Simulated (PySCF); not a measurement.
Simulation results for B2GeH7N

All values are calculated (PySCF 2.14.0). Calculation on a computer-drawn molecule: the log of a Hartree-Fock and frozen-core CCSD(T) single point meant for a local Hartree-Fock minimum, with one planted fault or none, to be diagnosed. Offsets are logged minus clean, where the clean run is the same molecule without the fault. The reference is restricted for singlets and unrestricted otherwise, and also for a bond in bohr or an excited solution. Adding or removing an electron swaps singlet and doublet. The excited solution moves the top pair (singlet) or top alpha electron (doublet) to the lowest empty orbital. Highest occupied and lowest empty are orbital energies over both spins, largest force is the largest gradient component, triples share is (T) over the correlation energy, the T1 limit is 0.02 restricted and 0.045 unrestricted, electrons count all cores, a negative frequency is imaginary (commonest isotopes), and the dipole is about the centre of nuclear charge; on germanium a core potential holds 10 electrons, which the energies leave out, and 3d is frozen in MP2 and coupled-cluster steps.

```xyz
11
formula=B2GeH7N meant_charge=0 meant_multiplicity=1 meant_basis=cc-pVDZ meant_basis_and_core_potential_on_germanium=cc-pVDZ-PP_ECP10MDF logged_electrons=56 logged_basis_functions=100 logged_SCF_converged=yes logged_spin_squared=2.0137 logged_highest_occupied=-6.8776 logged_lowest_empty=-0.62984 logged_largest_force=0.073689 logged_T1_diagnostic=0.01916 logged_D1_diagnostic=0.082453 logged_triples_share=0.029312 logged_CC_converged=yes logged_dipole_magnitude=4.381 logged_SCF_stable_within_its_kind=yes logged_energy_HF=-401.13861 logged_energy_CCSD(T)=-401.64096 possible_faults=no_fault,one_electron_removed,one_electron_added,multiplicity_raised_by_two,geometry_at_a_saddle_point,SCF_held_on_an_excited_solution,minimal_basis_STO-3G,one_bond_length_entered_in_bohr,all_coordinates_scaled
B      1.6344     0.7433    -0.0770
B      0.3558    -0.3296    -0.4319
N     -0.9581    -0.2276     0.0602
Ge    -2.3863    -1.3588    -0.2908
H      1.8728     1.7037    -0.7651
H      2.3865     0.5595     0.8469
H      0.5979    -1.2600    -1.1711
H     -1.1682     0.5390     0.6723
H     -1.8840    -2.4487    -1.2293
H     -2.8945    -1.9573     1.0250
H     -3.5212    -0.5569    -0.9367
```

Units: logged_highest_occupied, logged_lowest_empty in eV; logged_largest_force in hartree/bohr; logged_dipole_magnitude in debye; logged_energy_HF, logged_energy_CCSD(T) in hartree.

Drawn bonds:
```
atom  other atom  order
   1           2      1
   2           3      1
   3           4      1
   1           5      1
   1           6      1
   2           7      1
   3           8      1
   4           9      1
   4          10      1
   4          11      1
```

To be estimated
1. Which fault was planted in the run of B2GeH7N?

Calculated values
1. multiplicity raised by two

Further results for B2GeH7N:

- HF energy offset from clean run: 85.39 kcal/mol
- CCSD(T) energy offset from clean run: 88.16 kcal/mol
